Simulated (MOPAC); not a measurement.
Input for MOPAC: PM3 on C2H6ClF (a complex), monomers drawn apart or pushed together.

```
PM3 1SCF PRECISE CHARGE=0 THREADS=1
C2H6ClF

C     -0.57559827 1    -0.12754551 1    -0.26769567 1
F      0.33471154 1    -1.13373242 1     0.06467299 1
H     -1.44611109 1    -0.59052219 1    -0.73301743 1
H     -0.86134994 1     0.39414884 1     0.64465849 1
H     -0.09280936 1     0.55699677 1    -0.96554066 1
C      0.70410570 1    -0.85172457 1     3.75210219 1
Cl    -0.45010427 1     0.52542055 1     3.86464791 1
H      0.77890487 1    -1.14319119 1     2.70989589 1
H      1.66363854 1    -0.51592056 1     4.13305736 1
H      0.31503615 1    -1.66453490 1     4.35753800 1
```

The log:

```
*******************************************************************************
 **                                                                           **
 **                              MOPAC v23.2.5                                **
 **                                                                           **
 *******************************************************************************
 ** MOPAC's Digital Object Identifier: https://doi.org/10.5281/zenodo.6511958 **
 **                                                                           **
 ** Please cite the open-source release paper for use of this MOPAC version:  **
 ** J. E. Moussa and J. J. P. Stewart (2026)                                  **
 ** MOPAC: An open-source semiempirical molecular orbital program             **
 ** J. Open Source Softw., 11(119), 8025, https://doi.org/10.21105/joss.08025 **
 *******************************************************************************

                              PM3 CALCULATION RESULTS

 *******************************************************************************
 *  PM3        - The PM3 Hamiltonian to be used
 *
 *
 *
 *                 CHARGE ON SYSTEM = 0
 *
 *
 *
 *  PRECISE    - TIGHTER CRITERIA TO BE USED
 *  1SCF       - DO 1 SCF AND THEN STOP
 *  THREADS=1  - MULTI-THREADING NOT USED
 *  T=         - A TIME OF 172800.0 SECONDS REQUESTED
 *  DUMP=N     - RESTART FILE WRITTEN EVERY 7200.0 SECONDS REQUESTED
 *******************************************************************************
PM3 1SCF PRECISE CHARGE=0 THREADS=1
 C2H6ClF

   ATOM   CHEMICAL          X               Y               Z
  NUMBER   SYMBOL      (ANGSTROMS)     (ANGSTROMS)     (ANGSTROMS)

     1       C         -0.57559827  *  -0.12754551  *  -0.26769567  *
     2       F          0.33471154  *  -1.13373242  *   0.06467299  *
     3       H         -1.44611109  *  -0.59052219  *  -0.73301743  *
     4       H         -0.86134994  *   0.39414884  *   0.64465849  *
     5       H         -0.09280936  *   0.55699677  *  -0.96554066  *
     6       C          0.70410570  *  -0.85172457  *   3.75210219  *
     7      Cl         -0.45010427  *   0.52542055  *   3.86464791  *
     8       H          0.77890487  *  -1.14319119  *   2.70989589  *
     9       H          1.66363854  *  -0.51592056  *   4.13305736  *
    10       H          0.31503615  *  -1.66453490  *   4.35753800  *



          CARTESIAN COORDINATES

    NO.       ATOM           X           Y           Z

     1         C         -0.5756     -0.1275     -0.2677
     2         F          0.3347     -1.1337      0.0647
     3         H         -1.4461     -0.5905     -0.7330
     4         H         -0.8613      0.3941      0.6447
     5         H         -0.0928      0.5570     -0.9655
     6         C          0.7041     -0.8517      3.7521
     7        Cl         -0.4501      0.5254      3.8646
     8         H          0.7789     -1.1432      2.7099
     9         H          1.6636     -0.5159      4.1331
    10         H          0.3150     -1.6645      4.3575

  H: (PM3): J. J. P. STEWART, J. COMP. CHEM. 10, 209 (1989).
  C: (PM3): J. J. P. STEWART, J. COMP. CHEM. 10, 209 (1989).
  F: (PM3): J. J. P. STEWART, J. COMP. CHEM. 10, 209 (1989).
 Cl: (PM3): J. J. P. STEWART, J. COMP. CHEM. 10, 209 (1989).

           Empirical Formula: C2 H6 F Cl  =    10 atoms



      MOLECULAR POINT GROUP   :   Cs


      RHF CALCULATION, NO. OF DOUBLY OCCUPIED LEVELS = 14


 -------------------------------------------------------------------------------
 PM3 1SCF PRECISE CHARGE=0 THREADS=1
 C2H6ClF



     1SCF WAS SPECIFIED, SO BFGS WAS NOT USED
     SCF FIELD WAS ACHIEVED


                              PM3 CALCULATION
                                                       MOPAC v23.2.5 Linux




          FINAL HEAT OF FORMATION =        -67.70068 KCAL/MOL =    -283.25965 KJ/MOL


          COSMO AREA              =        129.61 SQUARE ANGSTROMS
          COSMO VOLUME            =        110.40 CUBIC ANGSTROMS

          IONIZATION POTENTIAL    =         10.532183 EV
          HOMO LUMO ENERGIES (EV) =        -10.532  1.164
          NO. OF FILLED LEVELS    =         14
          MOLECULAR WEIGHT        =         84.5208         POINT GROUP:  Cs

          MOLECULAR DIMENSIONS (Angstroms)

            Atom       Atom       Distance
            H    10    H     5     5.78245
            H     9    H     3     3.39768
            F     2   Cl     7     3.02007


          SCF CALCULATIONS        =          1





   ATOM   CHEMICAL          X               Y               Z
  NUMBER   SYMBOL      (ANGSTROMS)     (ANGSTROMS)     (ANGSTROMS)

     1       C         -0.57559827  *  -0.12754551  *  -0.26769567  *
     2       F          0.33471154  *  -1.13373242  *   0.06467299  *
     3       H         -1.44611109  *  -0.59052219  *  -0.73301743  *
     4       H         -0.86134994  *   0.39414884  *   0.64465849  *
     5       H         -0.09280936  *   0.55699677  *  -0.96554066  *
     6       C          0.70410570  *  -0.85172457  *   3.75210219  *
     7      Cl         -0.45010427  *   0.52542055  *   3.86464791  *
     8       H          0.77890487  *  -1.14319119  *   2.70989589  *
     9       H          1.66363854  *  -0.51592056  *   4.13305736  *
    10       H          0.31503615  *  -1.66453490  *   4.35753800  *

                             CARTESIAN COORDINATES

   1    C       -0.575598270    -0.127545510    -0.267695670
   2    F        0.334711540    -1.133732420     0.064672990
   3    H       -1.446111090    -0.590522190    -0.733017430
   4    H       -0.861349940     0.394148840     0.644658490
   5    H       -0.092809360     0.556996770    -0.965540660
   6    C        0.704105700    -0.851724570     3.752102190
   7   Cl       -0.450104270     0.525420550     3.864647910
   8    H        0.778904870    -1.143191190     2.709895890
   9    H        1.663638540    -0.515920560     4.133057360
  10    H        0.315036150    -1.664534900     4.357538000


           Empirical Formula: C2 H6 F Cl  =    10 atoms



      MOLECULAR POINT GROUP   :   Cs


                  EIGENVALUES
 -55.16935 -31.28407 -27.91959 -20.07243 -17.60526 -17.56815 -17.11217 -14.82406
 -14.76954 -13.58826 -13.09626 -13.09221 -10.53361 -10.53218   1.16416   2.73176
   3.62785   3.80699   3.83265   3.84144   3.88863   4.00772


              NET ATOMIC CHARGES AND DIPOLE CONTRIBUTIONS

  ATOM NO.   TYPE          CHARGE      No. of ELECS.   s-Pop       p-Pop
    1          C           0.052095        3.9479     1.12987     2.81804
    2          F          -0.170193        7.1702     1.80375     5.36644
    3          H           0.037512        0.9625     0.96249
    4          H           0.043392        0.9566     0.95661
    5          H           0.037512        0.9625     0.96249
    6          C          -0.067793        4.0678     1.16481     2.90298
    7         Cl          -0.095371        7.0954     1.98308     5.11229
    8          H           0.060735        0.9393     0.93927
    9          H           0.051053        0.9489     0.94895
   10          H           0.051057        0.9489     0.94894
 DIPOLE           X         Y         Z       TOTAL
 POINT-CHG.    -0.185     0.139    -0.411     0.472
 HYBRID         0.145    -0.187    -0.087     0.252
 SUM           -0.040    -0.048    -0.498     0.502


          ATOMIC ORBITAL ELECTRON POPULATIONS

     Atom    s        px        py        pz
    1  C   1.12987   0.92049   0.90293   0.99462
    2  F   1.80375   1.73379   1.67695   1.95571
    3  H   0.96249
    4  H   0.95661
    5  H   0.96249
    6  C   1.16481   0.95252   0.92467   1.02579
    7 Cl   1.98308   1.63603   1.48321   1.99305
    8  H   0.93927
    9  H   0.94895
   10  H   0.94894

 **********************
 *                    *
 * JOB ENDED NORMALLY *
 *                    *
 **********************




 == MOPAC DONE ==
```

The run finished.

Cost: roughly 0.03 core-seconds.
